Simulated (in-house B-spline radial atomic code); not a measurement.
The numbers below are computed, except where a source is named.
**Building a PAW s channel for K, r_c = 2.99 bohr**

K, [Ar] 4s1, non-relativistic PBE, spherical and spin-unpolarised, from an all-electron radial atomic-structure program (B-spline basis) (atomic units; all potentials screened as in the neutral atom).

Two all-electron partial waves φ1, φ2 are integrated outwards at E1 = ε(4s) = -0.084939 and E2 = E1 + 1.5 hartree; φ1 is the bound orbital and φ2 has unit norm inside r_c = 2.9949 bohr. Smooth partners are polynomials, r^1(a0 + a1 r² + a2 r⁴ + a3 r⁶), matched to φ and three derivatives at r_c, with no condition on the norm. The local potential is -2.14483 + (0.559983) r² + (-0.0617653) r⁴ + (0.00248693) r⁶ inside 2.5549 bohr and the all-electron one outside.

```csv
wave,φ(r_c),φ'(r_c),a0,a1,a2,a3
1,0.4063949,0.1420864,-0.02859234,0.04645056,-0.004270927,0.000126459
2,0.2695681,1.827738,-1.514774,0.2316203,-0.00260398,-0.0003647748
```

Inside r_c the overlaps are <φi φj> = [[0.12272, -0.23483], [-0.23483, 1.00000]] and, for the smooth waves, [[0.11005, -0.28595], [-0.28595, 3.30044]]. With χj = (Ej − T − V_local) applied to smooth wave j, the program's quadrature gives the matrix B_ij = <smooth i, χj> as [[0.03105, -0.41906], [-0.34238, 6.59933]].

(1) Check the match of the first wave, and find the augmentation charges q_ij.

(2) B isn't symmetric. Show that D_ij = B_ij + Ej q_ij is.

Solving (T + V_local + Σ p D p) ψ = E (1 + Σ p q p) ψ in a sphere of 9 bohr, whose wall lifts the free-atom level a little, gives these levels:

```csv
all-electron,one projector,two projectors
-0.074506,-0.074516,-4.039880
0.176660,0.068653,-0.074507
0.576282,0.186281,0.176314
1.134090,0.585289,0.574966
1.834330,1.122990,1.133560
```

(3) What does the second projector gain?

Answers

(1) At r_c the four terms are -0.08563, 1.24778, -1.02904, 0.27329, which sum to 0.4064, φ1(r_c) to rounding. q_ij is the all-electron overlap less the smooth one: [[0.01267, 0.05112], [0.05112, -2.30044]]. The smooth first wave has a norm of 0.1100 inside r_c against 0.1227, and q11 > 0 puts back the missing charge.

(2) Integrating by parts gives B12 − B21 = (E1 − E2) q12: -0.41906 − (-0.34238) = -0.07669, and −1.5 × (0.05112) = -0.07669. So D12 = -0.41906 + (1.415061)(0.05112) = -0.34672 and D21 = -0.34238 + (-0.084939)(0.05112) = -0.34672; D11 = 0.02997, D22 = 3.34407. The projectors, p = (B⁻¹)ᵀ χ, are dual to the smooth waves; det B = 0.061.

(3) With one projector the errors are -0.01 millihartree, and the level at 0.0687 is out of step with the all-electron series: an extra state, or one far too low, so the pairing ends there; skipping it, the next levels are off by +9.6, +9.0, -11.1 millihartree. With two a ghost lies below the reference level, so the set fails. The lowest eigenvalue of the overlap operator is 1 with one and 0.03664 with two projectors. The smooth orbital alone needs a cutoff of 1.69 hartree for 1 millihartree of kinetic energy, against 1.41 for a norm-conserving Troullier-Martins orbital of the same radius, which is no gain while the set fails. The first smooth wave changes sign inside r_c, since a0 and φ(r_c) differ in sign; such a node invites a ghost below the level.
